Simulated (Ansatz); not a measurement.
Basis-set series for BrGaH4OSi (`O[SiH2][GaH][Br]`). Charge 0, multiplicity 1. All single points use the PBE0-D4/def2-TZVP geometry. It is one conformer, not always the lowest.

Z-matrix (Å, degrees):
```
Si
Ga 1 2.403
O 1 1.654 2 108.0
H 1 1.492 2 109.5 3 121.6
H 1 1.492 2 109.5 3 -121.6
Br 2 2.312 1 111.7 3 180.0
H 2 1.563 1 134.7 3 0.0
H 3 0.959 1 117.9 2 -180.0
```

| functional | basis | functions | energy (Eh) | HOMO (eV) | LUMO (eV) |
| --- | --- | --- | --- | --- | --- |
| PBE0-D4 | def2-SVP | 116 | -4864.75960 | -7.45 | -1.99 |
| PBE0-D4 | def2-QZVPP | 425 | -4865.63379 | -7.56 | -2.11 |
| ωB97M-V | def2-SVP | 116 | -4865.20952 | -9.47 | -0.23 |
| ωB97M-V | def2-QZVPP | 425 | -4866.08005 | -9.62 | -0.43 |

(1) Give the rows for def2-TZVPP. (Estimate.)

## Answers

(1) The calculation gave: 
```csv
functional,basis,functions,energy (Eh),HOMO (eV),LUMO (eV)
PBE0-D4,def2-TZVPP,225,-4865.52338,-7.55,-2.08
ωB97M-V,def2-TZVPP,225,-4865.97352,-9.60,-0.35
```

Scalar relativity is left out up to krypton.

All numbers were calculated with Ansatz.
